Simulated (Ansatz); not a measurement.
BrF2Sn (`[F][Sn]([F])[Br]`) radical, 4 atoms. Total charge 0; spin multiplicity 2. Correlated methods include outer-core shells of Br, Sn, which these sets cover unevenly. Scalar relativity is left out up to krypton. Sn: def2 effective core potential. All runs use 4 threads of an AMD EPYC 7B13 on a shared host. Correlated methods freeze the cores. Open-shell runs search over several starts.

(1) How many basis functions does each run have, and how long does it take in Ansatz? direct RPA on PBE orbitals/def2-TZVPP energy; UHF-CCSD(T)/def2-TZVPP energy; UKS ωB97M-V/def2-TZVPP energy and forces; UKS ωB97M-V/def2-QZVPP energy; UHF-CCSD(T)/def2-SVP energy; UKS PBE0-D4/def2-TZVP frequencies; UKS PBE0-D4/def2-QZVPP energy; UKS PBE0-D4/def2-TZVP relaxation (4 steps); UKS LC-ωPBE/def2-TZVPP energy; UKS CAM-B3LYP-D4/def2-TZVPP energy; UKS PBE0-D4/def2-SVP energy; UKS r2SCAN-D4/def2-TZVPP energy and forces. (An estimate is asked.)

## Answers

(1) The calculation gave: Other jobs shared the machine, so times are rough.

| level | job | functions | wall time | peak host memory (GiB) |
| --- | --- | --- | --- | --- |
| UKS PBE0-D4/def2-SVP | energy | 86 | 1.4 s | 0.28 |
| UKS LC-ωPBE/def2-TZVPP | energy | 160 | 2.5 s | 0.34 |
| UKS CAM-B3LYP-D4/def2-TZVPP | energy | 160 | 3.2 s | 0.66 |
| UKS r2SCAN-D4/def2-TZVPP | energy and forces | 160 | 4 s | 0.3 |
| UKS PBE0-D4/def2-QZVPP | energy | 285 | 6.5 s | 1.1 |
| UHF-CCSD(T)/def2-SVP | energy | 86 | 8 s | 0.56 |
| direct RPA on PBE orbitals/def2-TZVPP | energy | 160 | 8.5 s | 0.5 |
| UKS ωB97M-V/def2-TZVPP | energy and forces | 160 | 11 s | 0.81 |
| UKS ωB97M-V/def2-QZVPP | energy | 285 | 17 s | 1.4 |
| UKS PBE0-D4/def2-TZVP | relaxation (4 steps) | 160 | 17 s | 0.59 |
| UKS PBE0-D4/def2-TZVP | frequencies | 160 | 36 s | 0.59 |
| UHF-CCSD(T)/def2-TZVPP | energy | 160 | 74 s | 2.6 |

LC-ωPBE has ω = 0.4 bohr⁻¹.
